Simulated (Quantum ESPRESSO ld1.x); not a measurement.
Results of a calculation; reference values are marked as such.
Cu I, configuration [Ar] 3d10 4s1. Level of theory: non-relativistic Kohn-Sham, Wu-Cohen GGA, spin-unpolarised, spherical densities, point nucleus (ld1.x of Quantum ESPRESSO 7.5).

Radial electron density D(r) = 4 pi r^2 rho(r):

```
   r/bohr * D(r) (the largest magnitude, 39.3, reaches the edge; | marks zero)
 0.004857 |    *
 0.006851 |        *
 0.009664 |               *
  0.01363 |                        *
  0.01923 |                                   *
  0.02713 |                                            *
  0.03826 |                                                *
  0.05397 |                                            *
  0.07613 |                                      *
   0.1074 |                                           *
   0.1515 |                                                      *
   0.2137 |                                                 *
   0.3014 |                             *
   0.4252 |                         *
   0.5997 |                               *
   0.8459 |                       *
    1.193 |          *
    1.683 |   *
    2.374 | *
    3.349 |*
    4.724 *
    6.664 *
      9.4 *
```

D(r) has 3 maxima, at r = 0.0374, 0.167, 0.605 bohr, and minima at 0.0792, 0.380 bohr, inside which lie 2.10, 10.87 electrons.
